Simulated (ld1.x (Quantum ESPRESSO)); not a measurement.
**Varying the PAW potential for tungsten**

Base potential:

* Element: tungsten (W)
* Generator: ld1.x (Quantum ESPRESSO) 7.5
* Type: PAW
* Functional: LDA (PZ)
* Relativity: scalar-relativistic
* Frozen core: [Kr] 4d10 4f14 5s2
* Valence charge: 12
* Reference configuration: 5p6 5d4 6s1 6p1
* Partial waves: 6s (bound): rcut 2.15, rcutus 3.00 bohr; 6s channel at -0.1 Ry: rcut 2.15, rcutus 3.00 bohr; 5p (bound): rcut 2.05, rcutus 2.20 bohr; 6p (bound): rcut 2.05, rcutus 2.20 bohr; 5d (bound): rcut 2.55, rcutus 2.80 bohr; 5d channel at 3.9 Ry: rcut 2.55, rcutus 2.80 bohr
* Local potential: all-electron potential smoothed inside 2.05 bohr (lloc = -2)
* Core correction: Bessel-smoothed model core inside 1.15 bohr
* Augmentation charge: PSQ, inside the norm-conserving radii

Cutoffs, loose and tight: the cutoffs (Ry, on a coarse ladder) from which the occupation-weighted sum of valence levels, in a spherical-Bessel basis at the reference potential, stays within 10 and 1 mRy of its value at 400 Ry. They do not see the model core or the augmentation charge, which bear on the density cutoff. Test errors are all-electron minus pseudo excitation energies from the reference, over the configurations 5p6 5d4 6s2 6p0; 5p6 5d4 6s1 6p0; 5p6 5d4 6s0 6p0; 5p6 5d5 6s1 6p0; 5p6 5d4.5 6s1.5 6p0; 5p6 5d4 6s0 6p1; 5p6 5d5 6s0 6p0 (two spin-polarised tests are not counted in the largest error). A dash means not determined; rows that change the core or the reference have their own tests. The largest error is taken over the tests solved by every variant that gives reliable tests at all: 5p6 5d4 6s0 6p0; 5p6 5d4 6s0 6p1; 5p6 5d4 6s1 6p0; 5p6 5d4 6s2 6p0; 5p6 5d4.5 6s1.5 6p0; 5p6 5d5 6s0 6p0; 5p6 5d5 6s1 6p0.

| change | outcome | cutoff, loose | cutoff, tight | bound ghosts | largest test error (meV) |
| --- | --- | --- | --- | --- | --- |
| base | generated | 25 Ry | 35 Ry | none | -9.3 |
| waves 6s (bound): rcut 2.15, rcutus 4.56 bohr; 6s channel at -0.1 Ry: rcut 2.15, rcutus 4.56 bohr | generated | 25 Ry | 35 Ry | none | +24 |
| local potential all-electron potential smoothed inside 3.46 bohr (lloc = -2) | generated | 25 Ry | 35 Ry | none | test run stopped at test 5 of 9 (negative rho), 4 before it not solved |
| functional PBEsol | generated | 25 Ry | 35 Ry | none | -11 |
| core correction Bessel-smoothed model core inside 1.18 bohr | generated | 25 Ry | 35 Ry | none | -9.3 |
| augmentation GAUSS, radius 1.45 bohr | generated | 25 Ry | 35 Ry | none | +11 |
| local potential all-electron potential smoothed inside 2.45 bohr (lloc = -1) | generated | 25 Ry | 35 Ry | none | -9.0 |
| wave 6s channel at -0.1 Ry: rcut 2.15, rcutus 3.00 bohr becomes 6s channel at 2.75 Ry: rcut 2.15, rcutus 3.00 bohr | generated | 25 Ry | 35 Ry | none | -9.3 |
